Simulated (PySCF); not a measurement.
## Mayer bond orders and bond lengths

Species: C8H17P.
SMILES with atom numbers: `[CH2:1]=[CH:2][P:3]([CH2:4][CH2:5][CH3:6])[CH:7]([CH3:8])[CH3:9]` (hydrogens: H10, H11 on C1; H12 on C2; H13, H14 on C4; H15, H16 on C5; H17, H18, H19 on C6; H20 on C7; H21, H22, H23 on C8; H24, H25, H26 on C9)

Geometry (GFN2-xTB, Å), atoms numbered from 1 in this order:
```xyz
26
C8H17P angstrom
C     -0.3627    2.8890   -0.6382
C     -0.3445    1.5717   -0.7491
P     -0.4068    0.4564    0.6963
C      1.1127   -0.5315    0.2517
C      2.3697    0.3132    0.4313
C      3.6309   -0.4732    0.0965
C     -1.7119   -0.7148    0.0130
C     -3.0412    0.0290   -0.0640
C     -1.8413   -1.9445    0.9048
H     -0.4278    3.3681    0.3250
H     -0.3126    3.5431   -1.4956
H     -0.2762    1.0952   -1.7235
H      1.0351   -0.8901   -0.7800
H      1.1594   -1.3984    0.9157
H      2.4192    0.6637    1.4650
H      2.3069    1.1960   -0.2103
H      4.5146    0.1458    0.2332
H      3.7194   -1.3456    0.7406
H      3.6071   -0.8121   -0.9374
H     -1.4103   -1.0257   -0.9960
H     -3.8192   -0.6190   -0.4654
H     -2.9584    0.9079   -0.7014
H     -3.3452    0.3567    0.9287
H     -2.6391   -2.5914    0.5419
H     -0.9185   -2.5202    0.9222
H     -2.0803   -1.6464    1.9242
```

Bond orders from the PBE0/pcSseg-1 density (PySCF). One conformer (not necessarily the lowest) at the GFN2-xTB geometry, without solvent, vibrations or thermal averaging.

Problem. How far do the computed orders between heavy atoms stray from the drawn ones?

Solution. The largest departure is 0.076, at P3–C7 (drawn single, 0.924).

Problem. Give the Mayer order of every bond between heavy atoms, beside its length.

Solution. 
```tsv
bond	drawn as	length (Å)	Mayer order
C1–C2	double	1.322	1.963
C2–P3	single	1.827	0.930
P3–C4	single	1.866	0.944
C4–C5	single	1.525	1.023
C5–C6	single	1.524	1.064
P3–C7	single	1.882	0.924
C7–C8	single	1.525	1.030
C7–C9	single	1.525	1.026
```

Bonds between the same two heavy elements. C–C: lowest C4–C5 and C7–C9 (1.023, 1.525 Å), highest C1–C2 (1.963, 1.322 Å). C–P: all 3 within 0.02 of one another (0.924 to 0.944). Bonds named together lie within 0.004.

Problem. And the bonds to hydrogen?

Solution. C–H: 0.92 to 0.97 (17 bonds).

Problem. Sum the orders of all bonds at each heavy atom with more than one neighbour and set the sums beside the valence in the SMILES.

Solution. C1 3.868 (drawn 4), C2 3.820 (drawn 4), P3 2.798 (drawn 3), C4 3.834 (drawn 4), C5 3.978 (drawn 4), C6 3.968 (drawn 4), C7 3.904 (drawn 4), C8 3.912 (drawn 4), C9 3.913 (drawn 4). Orders between atoms that aren't bonded are not in these sums.

For a closed shell the Mayer order of atoms A and B is Σ (PS)μν (PS)νμ over the basis functions μ on A and ν on B, with P the density and S the overlap matrix.
